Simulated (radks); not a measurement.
Results of a calculation; reference values are marked as such.
Ionisation of Kr, [Kr], to Kr+, [Ar] 3d10 4s2 4p5, under several functionals. Scalar-relativistic Kohn-Sham, spin-polarised, spherical densities, finite nucleus; open shells are filled with parallel spins first; a radial shooting solver on a logarithmic mesh with Libxc functionals.

functional,E(Kr) (hartree),Exc (hartree),IE (eV),-e(HOMO) (eV),<r> HOMO (bohr),IE error (eV)
OLYP,-2791.41499,-97.73594,13.996,9.175,1.940,-0.003
AM05,-2786.99611,-93.18481,14.047,9.210,1.942,+0.048
HCTH/407,-2792.09551,-98.47149,14.261,9.462,1.935,+0.262
B86b exchange with PBE correlation,-2790.70122,-96.93871,14.091,9.264,1.945,+0.091
TASK exchange with Perdew-Wang LDA correlation,-2789.99113,-96.12040,14.851,10.062,1.918,+0.851

NIST Atomic Spectra Database: 14.000 eV (measured). Closest: OLYP. The Delta-SCF values span 0.85 eV, the total energies 5.10 hartree. The highest occupied level is 4p. Open shells are spherical and high-spin; term and fine-structure splittings are not resolved.
